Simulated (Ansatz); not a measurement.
# CuHO, singlet: energies of several shapes or isomers

Calculated in Ansatz's Gaussian-basis code. Basis def2-SVP, nonrelativistic, 6 orbitals frozen in the corrections; active space CAS(18,10). Restricted Hartree–Fock, then the lowest state-specific CASSCF solution met for each case. Small basis; these aren't basis-limit values. Single-reference values can break down or jump between states where bonds are stretched. Unlike active orbitals can shift such differences by tenths of an eV, at times by over 1 eV.

Case A:

```xyz
3

Cu    0.0000    1.0147    1.4491
O     0.0000    0.0000    0.0000
H     0.0000    0.5460   -0.7798
```

Case B. A bond is stretched, to 1.34 times the sum of the covalent radii.

```csv
atom,x (Å),y (Å),z (Å)
Cu,0.0000,1.5220,2.1736
O,0.0000,0.0000,0.0000
H,0.0000,0.5460,-0.7798
```

Energy less that of case A, in eV:

| case | RHF/ROHF | CASSCF |
| --- | --- | --- |
| B | +1.875 | +1.199 |

(1) Give the SC-NEVPT2 energies against case A.

Results:

(1) B: +1.635 eV (37.7 kcal/mol).
